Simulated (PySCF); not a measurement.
Screening by computed properties: pick the candidate that meets the target.

Each SMILES stands for a single optimised conformer of the isolated species, non-relativistic unless stated; the electronic structure was computed with PySCF and density fitting.

Dipoles, sizes and rotational constants follow the conformer. The torsions of the flexible species, by atom-mapped SMILES:
- `[CH3:1][c:2]1[c:3]([F:4])[cH:5][c:6]([C:7]([F:8])([F:9])[F:10])[p:11]1[CH3:12]`: C5–C6–C7–F8 -179°
- `[Cl:1][c:2]1[cH:3][p:4][cH:5][c:6]([CH:7]2[CH2:8][CH2:9]2)[cH:10]1`: C5–C6–C7–C8 145°
- `[CH:1]#[C:2]/[C:3]([CH2:4][CH3:5])=[C:6](\[CH3:7])[CH2:8][CH:9]=[CH2:10]`: C2–C3–C4–C5 84°, C3–C6–C8–C9 -95°, C6–C8–C9–C10 -117°
- `[CH3:1][C:2]([CH3:3])([CH3:4])[CH:5]=[C:6]1[CH:7]=[CH:8][CH:9]=[CH:10]1`: C1–C2–C5–C6 180°
- `[CH2:1]=[C:2]([F:3])[Si@@H:4]1[CH2:5][CH2:6][C@@H:7]1[N:8]([CH3:9])[CH3:10]`: C1–C2–Si4–C5 -154°, C6–C7–N8–C9 -168°
- `[CH3:1][CH:2]([CH3:3])[O:4][Si@@H:5]([OH:6])[SiH2:7][Cl:8]`: C1–C2–O4–Si5 -135°, C2–O4–Si5–O6 -172°, O4–Si5–Si7–Cl8 71°, H–O6–Si5–O4 -38°
- `[CH3:1][CH2:2][SiH2:3][NH:4][SiH2:5][c:6]1[cH:7][cH:8][cH:9][o:10]1`: C1–C2–Si3–N4 178°, C2–Si3–N4–Si5 -175°, Si3–N4–Si5–C6 -18°, N4–Si5–C6–C7 -151°

(1) Wanted: dipole moment between 1.5 D and 2.7 D (PBE0/pcSseg-1) and HOMO energy below -7.5 eV (PBE0/pcSseg-1), at GFN2-xTB geometries. Which candidate meets both?
A. `Cc1c(F)cc(C(F)(F)F)p1C`
B. `c1([SiH2]N[SiH2]CC)ccco1`
C. `Clc1cpcc(C2CC2)c1`
D. `CC(C)(C)C=C1C=CC=C1`
E. `CC(C)O[Si@@H](O)[SiH2]Cl`
F. `C=C(F)[Si@@H]1CC[C@@H]1N(C)C`
G. `C#C/C(CC)=C(\C)CC=C`

Results:

(1) E. Computed values:
```csv
species,dipole moment,HOMO energy
c1([SiH2]N[SiH2]CC)ccco1,0.36 D,-6.71 eV
C#C/C(CC)=C(\C)CC=C,0.73 D,-6.47 eV
CC(C)(C)C=C1C=CC=C1,1.39 D,-6.22 eV
C=C(F)[Si@@H]1CC[C@@H]1N(C)C,1.63 D,-6.05 eV
CC(C)O[Si@@H](O)[SiH2]Cl,2.30 D,-7.69 eV
Clc1cpcc(C2CC2)c1,2.52 D,-7.24 eV
Cc1c(F)cc(C(F)(F)F)p1C,2.84 D,-7.04 eV
```
